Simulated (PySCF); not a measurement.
Job file and geometry (Å, from GFN2-xTB) of an NMR shielding run on SMILES CN([P-]CC(C)C)C, [C$_{6}$H$_{15}$NP]-, PySCF, GIAO PBE0/pcSseg-1 NMR shielding, non-relativistic, gas phase; density fitting, a coarse starting grid and PySCF grid level 2 are the driver's defaults:

```
{"job": {"kind": "nmr", "xc": "PBE0", "basis": "pcSseg-1"}, "charge": -1, "multiplicity": 1}
C      2.819063     0.643101     1.386543
C      1.954295    -0.269529     0.513690
C      2.448195    -0.252805    -0.928232
C      0.489131     0.135265     0.577667
P     -0.637189    -1.119477    -0.278297
N     -2.095355    -0.146516    -0.014314
C     -3.142588    -0.770571     0.748249
C     -2.620424     0.525567    -1.173953
H      3.869999     0.352484     1.333209
H      2.730041     1.676148     1.050597
H      2.500944     0.595000     2.426967
H      2.032959    -1.296785     0.889719
H      1.763425    -0.848721    -1.526694
H      2.449560     0.766129    -1.314931
H      3.457192    -0.661811    -1.010730
H      0.169725     0.220859     1.623829
H      0.343548     1.116253     0.108438
H     -2.691077    -1.328940     1.565353
H     -3.766118    -1.463183     0.155087
H     -3.806662     0.005662     1.161308
H     -3.219618    -0.130915    -1.829292
H     -1.787757     0.921011    -1.751792
H     -3.266041     1.358756    -0.853536
```

**Question.** What does the program print?

**Answer.** 
```
coarse grid: 18504 points
cycle   1  E = -633.0437040922  dE =  6.072e-01  |g| = 5.941e-01  |ddm| = 4.144e+00
cycle   2  E = -632.9986863897  dE =  4.502e-02  |g| = 7.568e-01  |ddm| = 2.702e+00
cycle   3  E = -633.1597240990  dE = -1.610e-01  |g| = 1.064e-01  |ddm| = 1.583e+00
cycle   4  E = -633.1617996851  dE = -2.076e-03  |g| = 4.295e-02  |ddm| = 1.618e-01
cycle   5  E = -633.1621586934  dE = -3.590e-04  |g| = 1.095e-02  |ddm| = 5.390e-02
cycle   6  E = -633.1621836104  dE = -2.492e-05  |g| = 4.671e-03  |ddm| = 2.006e-02
cycle   7  E = -633.1621890586  dE = -5.448e-06  |g| = 4.705e-04  |ddm| = 5.910e-03
final grid: 170752 points
cycle   8  E = -633.2106579590  dE = -5.068e-05  |g| = 1.062e-02  |ddm| = 3.456e-02
cycle   9  E = -633.2106409450  dE =  1.701e-05  |g| = 1.343e-02  |ddm| = 2.473e-02
cycle  10  E = -633.2106872047  dE = -4.626e-05  |g| = 1.234e-03  |ddm| = 1.507e-02
cycle  11  E = -633.2106875255  dE = -3.207e-07  |g| = 2.921e-04  |ddm| = 1.625e-03
cycle  12  E = -633.2106875403  dE = -1.484e-08  |g| = 1.100e-04  |ddm| = 4.318e-04
cycle  13  E = -633.2106875433  dE = -2.970e-09  |g| = 3.216e-05  |ddm| = 2.092e-04
cycle  14  E = -633.2106875435  dE = -2.497e-10  |g| = 7.272e-06  |ddm| = 4.259e-05
converged SCF energy = -633.2106875435

GIAO shielding tensors (ppm)
atom      isotropic    diamagn.    paramagn.     s11        s22        s33       span
  0 C      156.268     247.098     -90.830    136.062    145.238    187.505     51.442
  1 C      157.204     246.502     -89.298    153.692    154.866    163.054      9.362
  2 C      160.037     247.741     -87.705    143.539    151.840    184.731     41.192
  3 C      137.371     250.487    -113.117    105.616    136.112    170.383     64.766
  4 P      129.790     970.062    -840.273   -336.732    238.332    487.769    824.500
  5 N      237.374     327.691     -90.317    204.270    244.440    263.413     59.143
  6 C      128.398     244.077    -115.680     86.698    116.261    182.234     95.536
  7 C      128.391     244.996    -116.605     88.645    117.460    179.069     90.424
  8 H       30.855      29.637       1.218     26.653     28.311     37.601     10.948
  9 H       31.159      30.953       0.206     28.122     29.718     35.637      7.516
 10 H       30.707      30.769      -0.062     26.942     28.421     36.758      9.815
 11 H       30.169      33.334      -3.165     26.573     28.802     35.132      8.558
 12 H       28.668      31.141      -2.473     20.467     30.649     34.887     14.420
 13 H       31.670      31.777      -0.107     28.813     29.827     36.371      7.558
 14 H       31.366      30.510       0.856     27.672     29.021     37.406      9.735
 15 H       28.369      35.384      -7.015     23.119     30.555     31.433      8.314
 16 H       29.264      35.466      -6.203     26.504     30.152     31.136      4.632
 17 H       28.420      31.097      -2.676     24.370     27.356     33.535      9.165
 18 H       29.269      29.623      -0.354     25.710     27.296     34.801      9.091
 19 H       28.516      29.902      -1.386     23.422     25.538     36.588     13.165
 20 H       29.365      30.319      -0.954     26.153     27.238     34.704      8.552
 21 H       28.547      31.298      -2.751     24.130     28.131     33.380      9.250
 22 H       28.616      30.640      -2.024     23.658     25.668     36.522     12.863
```

**Question.** Turn these shieldings into chemical shifts. Scale: TMS for 13C (σ = 186.93 ppm) and 1H (σ = 31.72 ppm); 31P (σ = 318.38 ppm) vs H3PO4; NH3 for 15N (σ = 267.73 ppm) (reference shieldings calculated alike).

**Answer.** Averaging equivalent atoms: C 6/7: 58.5; C 3: 49.6; C 1: 29.7; C 0/2: 28.8; P 4: 188.6; N 5: 30.4; H 17/18/19/20/21/22: 2.93; H 15/16: 2.90; H 11: 1.55; H 8/9/10/12/13/14: 0.98 ppm. Experimental scales use liquid or dissolved standards, which lie at an offset from isolated NH3 (liquid NH3: subtract about 20 ppm) and H3PO4.

Size and cost of the density-fitted run: 218 basis functions, of the order of 2.1 core-minutes.
